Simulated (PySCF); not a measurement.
Species: C7H13NOSi.
SMILES with atom numbers: `[CH2:1]=[C:2]([SiH2:3][NH2:4])[C:5](=[O:6])[CH2:7][CH:8]1[CH2:9][CH2:10]1`

Cartesian coordinates in Å at the GFN2-xTB level; atoms count from 1:
```
atom  x, y, z in Å
C1    -1.0295   -1.4521    1.6183
C2    -1.2779   -0.5315    0.6926
Si3   -2.9000    0.4338    0.4977
N4    -3.7698    0.1183    1.9578
C5    -0.3770   -0.2439   -0.4325
O6    -0.8385    0.2459   -1.4432
C7     1.0953   -0.5697   -0.2798
C8     1.9459    0.0980   -1.3331
C9     3.4340    0.1342   -1.1647
C10    2.6317    1.3929   -1.0233
H11   -1.7477   -1.6587    2.3944
H12   -0.1328   -2.0550    1.6324
H13   -2.5651    1.8415    0.2481
H14   -3.7284   -0.1327   -0.5613
H15   -4.7230    0.4370    2.0113
H16   -3.3141    0.2827    2.8414
H17    1.1886   -1.6582   -0.3656
H18    1.4251   -0.2863    0.7216
H19    1.5557   -0.0273   -2.3351
H20    3.8540   -0.3033   -0.2707
H21    4.0565    0.0132   -2.0380
H22    2.5108    1.8095   -0.0340
H23    2.7014    2.1387   -1.7999
```

NICS is the negative of the GIAO shielding at a point without a nucleus: at the ring centre (0) and 1 Å above and below it (1); zz is the component along the ring normal. Level: GIAO PBE0/pcSseg-1 (PySCF, non-relativistic, gas phase) on the GFN2-xTB geometry, one conformer.

Ring bond lengths (Å), with Mayer bond orders in brackets: C8–C9 1.498 (0.96), C9–C10 1.499 (0.98), C10–C8 1.498 (0.95).

Give the NICS values of each ring in ppm.

```
     ring                                            type  NICS(0)  NICS(1), two faces  NICS(1)zz, two faces  rms pucker (Å)  centre to ring atoms, mean (Å)
C8–C9–C10  3-membered carbocycle; formal bonds all single    -44.4         -8.5 / -8.8         -23.6 / -22.3            0.00                            0.87
```

What do they say, and how far can they be read as aromaticity?

- C8–C9–C10: mean NICS(1)zz -23.0 ppm, shielded. C8, C9, C10 have four or more neighbours, and the NICS criterion for π rings isn't applied. NICS(0) lies 36 ppm below the mean NICS(1).

At the second NICS(1) probe listed for ring C8–C9–C10, 1 Å off the ring, what do the in-plane components average?

The isotropic value is a third of the trace: (3 × -8.8 − (-22.3))/2 = -2.1 ppm.

List the ring angles and the Hirshfeld charges of the ring atoms.

- C8–C9–C10: C8 60.1° (-0.041 e), C9 60.0° (-0.094 e), C10 60.0° (-0.091 e); sum 180.0° against 180° for a flat convex ring.
